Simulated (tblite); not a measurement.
Species: C3H7FGeO2.
Numbering: `[CH3:1][O:2][Ge@@H:3]1[O:4][CH2:5][C@H:6]1[F:7]` (hydrogens: H8, H9, H10 on C1; H11 on Ge3; H12, H13 on C5; H14 on C6)

Computed with GFN2-xTB (tblite), gas phase: L-BFGS steps from a force-field or distance-geometry start until the largest atomic force falls under 0.01 eV/Å.

Step 41: E = -674.2644 eV
```
atom  x, y, z in Å  |  force x, y, z in eV/Å
C1      2.4931    0.7402   -0.6425   -0.042  -0.030   0.016
O2      1.8623   -0.4488   -0.1995   -0.005   0.007   0.009
Ge3     0.2011   -0.8959    0.0811    0.044   0.030   0.029
O4     -0.9620   -0.3334   -1.2095   -0.015   0.011  -0.020
C5     -2.0442   -0.0307   -0.3335    0.007  -0.005  -0.015
C6     -1.3847   -0.0208    1.0438    0.003  -0.014   0.009
F7     -2.0183   -0.8141    1.9617   -0.013  -0.001   0.010
H8      3.4274    0.4382   -1.1209   -0.044   0.011   0.003
H9      1.8777    1.2808   -1.3638    0.004  -0.010   0.015
H10     2.7223    1.3905    0.2051   -0.031  -0.005  -0.015
H11     0.4049   -2.3922    0.1897    0.024  -0.023  -0.019
H12    -2.8070   -0.8114   -0.3862    0.002   0.006   0.014
H13    -2.4874    0.9252   -0.6155    0.024   0.017  -0.032
H14    -1.2859    0.9719    1.4880    0.043   0.006  -0.004
```

Step 42: E = -674.2649 eV
```
atom  x, y, z in Å  |  force x, y, z in eV/Å
C1      2.4895    0.7406   -0.6425   -0.044  -0.034   0.020
O2      1.8611   -0.4499   -0.2016    0.008  -0.010   0.018
Ge3     0.2013   -0.8976    0.0817    0.045   0.021   0.033
O4     -0.9600   -0.3385   -1.2103   -0.037   0.021  -0.016
C5     -2.0415   -0.0291   -0.3353    0.006  -0.010   0.005
C6     -1.3836   -0.0191    1.0428    0.027  -0.028   0.014
F7     -2.0160   -0.8147    1.9597   -0.023  -0.002   0.006
H8      3.4251    0.4424   -1.1195   -0.035   0.000  -0.015
H9      1.8720    1.2792   -1.3629    0.009   0.006   0.010
H10     2.7184    1.3889    0.2060   -0.040   0.014  -0.004
H11     0.4048   -2.3942    0.1916    0.024  -0.018  -0.017
H12    -2.8068   -0.8075   -0.3839   -0.001   0.007   0.000
H13    -2.4814    0.9276   -0.6191    0.024   0.018  -0.037
H14    -1.2837    0.9715    1.4912    0.039   0.015  -0.016
```

**Question.** Estimate the geometry and energy of step 43. (The exact step hangs on the optimiser's Hessian estimate; all steps are aligned on step 42, rigid shifts and turns removed.)

**Answer.** E = -674.2655 eV, largest force 0.060 eV/Å
```
atom  x, y, z in Å  |  force x, y, z in eV/Å
C1      2.4849    0.7407   -0.6422   -0.033  -0.026   0.020
O2      1.8597   -0.4512   -0.2029    0.023  -0.032   0.027
Ge3     0.2023   -0.8996    0.0833    0.026  -0.001   0.022
O4     -0.9582   -0.3433   -1.2114   -0.041   0.023   0.003
C5     -2.0384   -0.0274   -0.3371    0.003  -0.008   0.025
C6     -1.3820   -0.0175    1.0422    0.043  -0.032   0.013
F7     -2.0148   -0.8148    1.9577   -0.027   0.001   0.000
H8      3.4218    0.4469   -1.1180   -0.023  -0.014  -0.034
H9      1.8657    1.2772   -1.3619    0.007   0.021   0.002
H10     2.7137    1.3875    0.2068   -0.049   0.033   0.011
H11     0.4056   -2.3970    0.1918    0.023  -0.005  -0.013
H12    -2.8063   -0.8035   -0.3808   -0.005   0.009  -0.016
H13    -2.4745    0.9303   -0.6237    0.021   0.014  -0.032
H14    -1.2802    0.9713    1.4940    0.032   0.016  -0.028
```

The energy changes by -0.0006 eV. The first-order estimate −F·Δx gives -0.0008 eV and the mean of the old and new forces, exact on a quadratic surface, -0.0006 eV. The step makes an angle of 72° with the force vector and moves no atom by more than 0.009 Å.

What follows is the cost of the whole relaxation. Time: 0.4 s wall. Hardware: Arm Neoverse V1, one thread, no GPU, shared host with 32 logical CPUs at a one-minute load of 28.
